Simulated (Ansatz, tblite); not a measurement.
Spin states of the cluster ZnCu₃ (the lowest doublet isomer of a short search), each relaxed with B3LYP-D4/def2-SVP in Ansatz. Electronic energies in the gas phase.

The 6-31G sets use Cartesian d functions. The xTB rows come from tblite. LC-ωPBE has ω = 0.4 bohr⁻¹. B3LYP takes the VWN-RPA correlation. Correlated methods freeze 36 core orbitals. The rows differ in basis, and correlated rows in double-zeta sets carry the largest basis error. The structure comes from a short search, and lower isomers may exist.

Doublet geometry (C2v within 0.1 Å):

Cartesian coordinates in Å:
```
Cu -0.491 -0.755 -0.837
Cu 0.476 0.799 0.804
Cu -0.548 1.567 -1.161
Zn 0.563 -1.611 1.193
```

Quartet geometry (Cs within 0.1 Å):

Cartesian coordinates in Å:
```
Cu -0.818 0.627 1.083
Cu 1.272 0.766 -0.178
Cu 0.315 -1.415 0.366
Zn -0.769 0.022 -1.271
```

⟨S²⟩: doublet 0.76 at PBE0-D4/def2-TZVP (pure 0.75), quartet 3.77 at PBE0-D4/def2-TZVP (pure 3.75).

Only these spin states were relaxed. Higher spins weren't run and may lie lower. The quartet has other bonds than the doublet, so the gap mixes isomer and spin.

```csv
level,quartet − doublet (kcal/mol),lowest of these,remarks
HF/def2-SVP,10.7,doublet,–
PBE-D4/def2-TZVP,21.1,doublet,–
B3LYP-D4/6-31G,18.5,doublet,–
PBE0-D4/def2-TZVP,19.6,doublet,–
LC-ωPBE/def2-TZVP,14.6,doublet,–
ωB97X-V/def2-TZVP,22.8,doublet,–
MP2/def2-SVP,16.6,doublet,–
MP2/def2-TZVP,17.0,doublet,spin-contaminated (⟨S²⟩ 0.84) (doublet)
CCSD/def2-SVP,19.1,doublet,–
```

(1) Estimate the rows for GFN1-xTB, GFN2-xTB, HF/6-31G, HF/def2-TZVP, LDA (SPW92)/def2-TZVP, r2SCAN-D4/def2-TZVP, B2PLYP/def2-TZVP, CCSD(T)/def2-SVP.

## Answers

(1) 
| level | quartet − doublet (kcal/mol) | lowest of these | remarks |
| --- | --- | --- | --- |
| GFN1-xTB | 46.9 | doublet | – |
| GFN2-xTB | 108.2 | doublet | – |
| HF/6-31G | 6.9 | doublet | spin-contaminated (⟨S²⟩ 0.83) (doublet) |
| HF/def2-TZVP | 9.4 | doublet | spin-contaminated (⟨S²⟩ 0.84) (doublet) |
| LDA (SPW92)/def2-TZVP | 21.6 | doublet | – |
| r2SCAN-D4/def2-TZVP | 16.2 | doublet | – |
| B2PLYP/def2-TZVP | 23.4 | doublet | – |
| CCSD(T)/def2-SVP | 19.4 | doublet | – |

The xTB methods have no term that favours high spin, so they put low spin too low.
